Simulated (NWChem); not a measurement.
# MgGeH₄O; SMILES [Mg]([OH])[GeH3]

```xyz
7

Mg    -0.0007    -1.3087    -0.0009
O      0.0948    -3.1054    -0.0013
H     -0.5607    -3.8089     0.0028
Ge    -0.0993     1.2630    -0.0003
H     -1.5500     1.8170     0.1078
H      0.6681     1.9313     1.1767
H      0.4817     1.9230    -1.2838
```
Atoms are numbered in this order, from 1.

Program: NWChem. Structure relaxed at the B3LYP/6-31G* (spherical d) level. Level: PBE0/aug-cc-pVDZ; rows give the wavelength of the field.

Problem. Order these by “anisotropy (bohr³)”, lowest first: static; 1065 nm; 589 nm.

Solution. static (27.1), 1065 nm (28.5), 589 nm (32.3)
